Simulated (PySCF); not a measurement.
Compound: C6H6F (doublet state).
Bonds: C1–C2, C2–C3 (double), C3–F4, C3–C5, C5–C6, C6–C7 (double), C2–C7. Hydrogens: H8, H9, H10 on C1; H11 on C5; H12 on C6; H13 on C7.

Identity: `CC1=C(F)[CH]C=C1` [radical].

Computed, not measured: UKS B3LYP, pcH-1 on C F H, non-relativistic, mean-field spin-orbit, GIAO (PySCF 2.14.0). Isolated species at its GFN2-xTB geometry, gas phase. Couplings are sensitive to structure, and on GFN2-xTB geometries they can be far from those on DFT ones. The SCF solution wasn't tested for stability.

Match the computed a_iso(13C) values +45.7, -33.0, -27.2, +26.4, +17.2, -11.7 MHz with the sites C1; C2; C3; C5; C6; C7.

| site | a_iso (MHz) | ρ(0) (bohr⁻³) | position | distance from C6 (Å) | spin population | largest \|T\| (MHz) |
| --- | --- | --- | --- | --- | --- | --- |
| C1 | -11.7 | -0.0104 | 2 bonds from C3 | 3.71 | -0.02 | 1.7 |
| C2 | +17.2 | +0.0153 | 1 bond from C3 | 2.26 | +0.31 | 52.8 |
| C3 | +26.4 | +0.0235 | a main spin site | 2.22 | +0.35 | 66.5 |
| C5 | -33.0 | -0.0294 | 1 bond from C3 | 1.42 | -0.16 | 17.5 |
| C6 | +45.7 | +0.0407 | largest spin population | 0.00 | +0.58 | 89.6 |
| C7 | -27.2 | -0.0242 | 1 bond from C6 | 1.41 | -0.10 | 8.9 |

Match the computed a_iso(1H) values -37.8, +29.4, +6.2, +2.0 MHz (means over equivalent nuclei) with the sites H8/H9/H10; H11; H12; H13.

```csv
site,a_iso (MHz),ρ(0) (bohr⁻³),position,distance from C6 (Å),bound to,spin population there,largest |T| (MHz)
H8/H9/H10,+29.4,+0.0066,3 bonds from C3,4.22,C1,-0.02,4.6
H11,+6.2,+0.0014,"2 bonds from C3, on C5 of spin population -0.16",2.23,C5,-0.16,3.9
H12,-37.8,-0.0085,1 bond from C6,1.07,C6,+0.58,23.6
H13,+2.0,+0.0005,"2 bonds from C6, on C7 of spin population -0.10",2.21,C7,-0.10,4.5
```

ρ(0) is the spin density at the nucleus and T the dipolar tensor; entries for several nuclei are means. Largest spin populations (Mulliken): C6 (+0.58), C3 (+0.35), C2 (+0.31) and C5 (-0.16). Three atoms exceed +0.15. The angles at C6 add up to 360.0°, so it is planar. Main spin sites, with 60 % or more of the largest population: C3, C6; positions count bonds from the nearest.

The spin density at the nucleus, in bohr⁻³, is negative for C5 (-0.0294), C7 (-0.0242) and C1 (-0.0104), for instance. A restricted open-shell determinant has no negative spin density anywhere; here it arises because α and β orbitals differ (spin polarisation).

Means are taken over nuclei equivalent by connectivity, which assumes that they swap fast. The three 1H nuclei of mean +29.4 MHz run from 0.4 to 49.7 MHz in the frozen geometry.

The SMILES `CC1=C(F)[CH]C=C1` draws the unpaired electron on C5, whose computed spin population is only -0.16.

Time: 40 s of wall time (grids of density and orbitals included); peak memory 0.85 GiB. Hardware: one thread, Arm Neoverse V1 (aarch64), on a shared host.
